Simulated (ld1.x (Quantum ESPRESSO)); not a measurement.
# antimony, PAW: configuration errors across variants

```
Element                 : antimony
Generator               : ld1.x (Quantum ESPRESSO) 7.5
Type                    : PAW
Functional              : PBEsol
Relativity              : scalar-relativistic
Frozen core             : [Kr]
Valence charge          : 15
Reference configuration : 4d10 5s2 5p1 (charge +2)
Partial waves           : 5s (bound): rcut 1.65, rcutus 2.15 bohr; 5s channel at 3.2 Ry: rcut 1.65, rcutus 2.15 bohr; 5p (bound): rcut 2.00, rcutus 2.55 bohr; 5p channel at 0.85 Ry: rcut 2.00, rcutus 2.55 bohr; 4d (bound): rcut 1.05, rcutus 1.15 bohr; 4d channel at -2.7 Ry: rcut 1.05, rcutus 1.15 bohr
Local potential         : all-electron potential smoothed inside 2.35 bohr (lloc = -1)
Core correction         : Bessel-smoothed model core inside 0.95 bohr
Augmentation charge     : PSQ, inside the norm-conserving radii
```

All-electron excitation energies from the reference (eV): (1) 4d10 5s2 5p3 -24.356; (2) 4d10 5s2 5p2 -16.012; (3) 4d10 5s2 5p0 24.445; (4) 4d10 5s1 5p4 -16.214; (5) 4d10 5s0 5p5 -7.862; (6) 4d10 5s2 5p3.3 -25.518; (7) 4d9 5s2 5p4 6.690.

5 further variants failed, have other tests or another functional or relativity, and are left out.

A true bound ghost makes a file unfit for plane-wave use even where its test errors are small: the radial tests pick states by their node count and pass the ghost by.

Errors AE − PS in meV (a dash: test not solved or not reliable):

```csv
change,(1),(2),(3),(4),(5),(6),(7),bound ghosts
base,+7.7,+4.3,-6.7,+7.6,+7.8,+8.5,-79,none
"all radii but the core radius scaled by about 0.96 (s 2.06, p 2.44, d 1.10 bohr, rcut 1.58/1.92/1.00); local potential all-electron potential smoothed inside 2.26 bohr (lloc = -1)",+6.6,+4.1,-7.1,+6.5,+6.4,+7.1,-82,none
local potential all-electron potential smoothed inside 1.94 bohr (lloc = -1),+8.1,+4.4,-6.4,+7.8,+7.9,+8.9,-59,none
"wave 5p channel at 0.85 Ry: rcut 2.00, rcutus 2.55 bohr becomes 5p channel at 0.43 Ry: rcut 2.00, rcutus 2.55 bohr",+7.3,+4.2,-6.7,+7.1,+7.3,+8.0,-78,none
```

Question: Give the same row for: local potential all-electron potential smoothed inside 1.70 bohr (lloc = -1).

Answer: +11, +5.5, -3.7, +9.5, +8.3, +12, +26; bound ghosts: s.
